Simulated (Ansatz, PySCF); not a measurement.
Pulling on the O4–H5 bond in H3OSb (SMILES [OH][SbH2]) (multiplicity 1 held, fragments rigid). Energies count from the point at 0.963 Å.
Geometry at that point (charge 0, multiplicity 1):
```xyz
5

Sb    -0.140    -0.189     0.173
H     -1.579    -0.001    -0.749
H      0.346    -1.501    -0.826
O      0.877     1.170    -0.871
H      1.355     1.753    -0.272
```

U- levels take the lowest unrestricted solution at each point, which mixes spins at long bonds. Active spaces are followed from a long bond inwards. Curves can end on different states.

Cores are frozen in the correlated methods. Filled d and f shells under p-block atoms count as core. Rows in LANL2DZ carry no dispersion term and start afresh at each structure. LANL2DZ brings its own core potentials from Na on.

The values were computed with Ansatz (a first-principles code) with Gaussian orbitals; PySCF for LANL2DZ rows. Values without a source in brackets are computed. In def2 rows elements past Kr take small-core potentials, without spin–orbit coupling.

Energies in kcal/mol.

```json
[
 {"R (Å)": "0.770", "U-HF/LANL2DZ": "36.0", "U-HF/def2-TZVPP": "30.3", "U-MP2/def2-TZVPP": "35.4", "CASSCF(4,3)/def2-TZVPP": "34.3", "SC-NEVPT2 on CASSCF(4,3)/def2-TZVPP": "39.2", "FIC-MRCISD+Q on CASSCF(4,3)/def2-TZVPP": "34.6"},
 {"R (Å)": "0.866", "U-HF/LANL2DZ": "6.4", "U-HF/def2-TZVPP": "4.1", "U-MP2/def2-TZVPP": "6.8", "CASSCF(4,3)/def2-TZVPP": "6.3", "SC-NEVPT2 on CASSCF(4,3)/def2-TZVPP": "8.1", "FIC-MRCISD+Q on CASSCF(4,3)/def2-TZVPP": "6.4"},
 {"R (Å)": "0.963", "U-HF/LANL2DZ": "0.0", "U-HF/def2-TZVPP": "0.0", "U-MP2/def2-TZVPP": "0.0", "CASSCF(4,3)/def2-TZVPP": "0.0", "SC-NEVPT2 on CASSCF(4,3)/def2-TZVPP": "0.0", "FIC-MRCISD+Q on CASSCF(4,3)/def2-TZVPP": "0.0"},
 {"R (Å)": "1.059", "U-HF/LANL2DZ": "5.6", "U-HF/def2-TZVPP": "7.4", "U-MP2/def2-TZVPP": "4.7", "CASSCF(4,3)/def2-TZVPP": "4.7", "SC-NEVPT2 on CASSCF(4,3)/def2-TZVPP": "4.1", "FIC-MRCISD+Q on CASSCF(4,3)/def2-TZVPP": "4.9"},
 {"R (Å)": "1.155", "U-HF/LANL2DZ": "17.1", "U-HF/def2-TZVPP": "20.4", "U-MP2/def2-TZVPP": "15.0", "CASSCF(4,3)/def2-TZVPP": "14.7", "SC-NEVPT2 on CASSCF(4,3)/def2-TZVPP": "14.2", "FIC-MRCISD+Q on CASSCF(4,3)/def2-TZVPP": "15.4"},
 {"R (Å)": "1.300", "U-HF/LANL2DZ": "39.0", "U-HF/def2-TZVPP": "44.2", "U-MP2/def2-TZVPP": "34.7", "CASSCF(4,3)/def2-TZVPP": "32.8", "SC-NEVPT2 on CASSCF(4,3)/def2-TZVPP": "34.0", "FIC-MRCISD+Q on CASSCF(4,3)/def2-TZVPP": "35.0"},
 {"R (Å)": "1.444", "U-HF/LANL2DZ": "57.6", "U-HF/def2-TZVPP": "64.8", "U-MP2/def2-TZVPP": "73.1", "CASSCF(4,3)/def2-TZVPP": "50.2", "SC-NEVPT2 on CASSCF(4,3)/def2-TZVPP": "54.5", "FIC-MRCISD+Q on CASSCF(4,3)/def2-TZVPP": "54.6"},
 {"R (Å)": "1.685", "U-HF/LANL2DZ": "69.9", "U-HF/def2-TZVPP": "78.2", "U-MP2/def2-TZVPP": "106.5", "CASSCF(4,3)/def2-TZVPP": "72.7", "SC-NEVPT2 on CASSCF(4,3)/def2-TZVPP": "83.1", "FIC-MRCISD+Q on CASSCF(4,3)/def2-TZVPP": "81.4"},
 {"R (Å)": "1.926", "U-HF/LANL2DZ": "73.5", "U-HF/def2-TZVPP": "81.9", "U-MP2/def2-TZVPP": "117.0", "CASSCF(4,3)/def2-TZVPP": "86.4", "SC-NEVPT2 on CASSCF(4,3)/def2-TZVPP": "101.9", "FIC-MRCISD+Q on CASSCF(4,3)/def2-TZVPP": "98.5"},
 {"R (Å)": "2.214", "U-HF/LANL2DZ": "74.7", "U-HF/def2-TZVPP": "82.9", "U-MP2/def2-TZVPP": "120.9", "CASSCF(4,3)/def2-TZVPP": "94.5", "SC-NEVPT2 on CASSCF(4,3)/def2-TZVPP": "113.5", "FIC-MRCISD+Q on CASSCF(4,3)/def2-TZVPP": "108.8"},
 {"R (Å)": "2.599", "U-HF/LANL2DZ": "75.0", "U-HF/def2-TZVPP": "83.0", "U-MP2/def2-TZVPP": "122.3", "CASSCF(4,3)/def2-TZVPP": "98.3", "SC-NEVPT2 on CASSCF(4,3)/def2-TZVPP": "119.1", "FIC-MRCISD+Q on CASSCF(4,3)/def2-TZVPP": "113.7"},
 {"R (Å)": "3.081", "U-HF/LANL2DZ": "75.1", "U-HF/def2-TZVPP": "82.9", "U-MP2/def2-TZVPP": "122.7", "CASSCF(4,3)/def2-TZVPP": "99.4", "SC-NEVPT2 on CASSCF(4,3)/def2-TZVPP": "120.8", "FIC-MRCISD+Q on CASSCF(4,3)/def2-TZVPP": "115.2"}
]
```

Doubts at one or more of the structures used: a spin-contaminated determinant (U-HF/LANL2DZ, U-HF/def2-TZVPP, U-MP2/def2-TZVPP); active orbitals that take no part (CASSCF(4,3)/def2-TZVPP, SC-NEVPT2 on CASSCF(4,3)/def2-TZVPP, FIC-MRCISD+Q on CASSCF(4,3)/def2-TZVPP).
